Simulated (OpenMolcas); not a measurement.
# Levels of In+ by method

```
Program             : OpenMolcas
Basis               : ANO-RCC-VDZP [6s5p3d1f]
Scalar Hamiltonian  : DKH2, point nucleus
Active space        : 2 electrons in 4 orbitals (5s 5p)
State averaging     : 2S+1 = 3 even, 3 roots; 2S+1 = 1 even, 7 roots kept (CI in the orbitals of an earlier block); 2S+1 = 3 odd, 3 roots; 2S+1 = 1 odd, 3 roots kept (CI in the orbitals of an earlier block)
Spin-orbit coupling : RASSI with atomic mean-field integrals over the reference wave functions, term energies averaged over their components
```

Methods on the same reference wave functions:
A. CASSCF
B. SS-CASPT2, IPEA 0.25 Eh, imaginary shift 0.1 Eh (closed shells correlated: 4d)
C. MS-CASPT2, IPEA 0.25 Eh, imaginary shift 0.1 Eh (closed shells correlated: 4d)

Energies in cm⁻¹ above 5s² ¹S₀, the measured ground level; measured values from NIST Handbook of Basic Atomic Spectroscopic Data.

```json
{"Level": "5s² ¹S₀", "A": "0.0", "B": "0.0", "C": "0.0", "Measured": "0.0"}
{"Level": "5s 5p ³P°₀", "A": "37246", "B": "41252", "C": "41661", "Measured": "42276"}
{"Level": "5s 5p ³P°₁", "A": "38227", "B": "42199", "C": "42609", "Measured": "43351"}
{"Level": "5s 5p ³P°₂", "A": "40413", "B": "44418", "C": "44828", "Measured": "45830"}
{"Level": "5s 5p ¹P°₁", "A": "67848", "B": "62972", "C": "63382", "Measured": "63038"}
{"Level": "5p² ³P₀", "A": "96845", "B": "101358", "C": "101765", "Measured": "101608"}
{"Level": "5p² ³P₁", "A": "98147", "B": "102720", "C": "103130", "Measured": "103249"}
{"Level": "5p² ³P₂", "A": "99860", "B": "104351", "C": "104761", "Measured": "105565"}
{"Level": "5p² ¹D₂", "A": "106891", "B": "110030", "C": "110439", "Measured": "97628"}
{"Level": "5p² ¹S₀", "A": "123200", "B": "123427", "C": "124249", "Measured": "121289"}
```

Deviations, from unrounded energies. A percentage is the sum of absolute deviations over the sum of measured energies, with the sign that they share, or ± where signs differ.

```
           Against measurement  Levels     A     B     C
mean absolute deviation (cm-1)       9  5200  2200  2200
      other configurations (%)       9  ±6.5  ±2.8  ±2.7
```

B, C lie about equally close to measurement and A furthest from it. The largest miss of C in the table is 5p² ¹D₂, by +13000 cm-1. The ranking rests on the paired levels alone, and a cruder setting can come out closer through cancelling errors.

Between B and C the level of the table that moves most is 5p² ¹S₀, by 820 cm-1 (lowest in B, highest in C).

The lowest spin-free term lies below A's lowest term by 0.343 hartree in B, 0.345 hartree in C.

Terms from blocks run as CI alone lack orbitals of their own. The ¹D term of p² mixes with s d, which this space lacks. Without dynamic correlation excited terms often stand tens of per cent too high (terms of higher spin than the ground term too low), and those without a measured partner can miss by more than the paired ones (holds for A). Some levels mix across a computed gap that differs much from the measured one, so their mixing is not that of the real levels (holds for B; C). Computed and measured levels are paired by configuration, term and J; levels that our copy of the source lacks, or whose pairing is in doubt (as where it misses far off the trend of its configuration), stay unpaired and out of the deviations. Only configurations of the active space appear.

° marks odd parity.
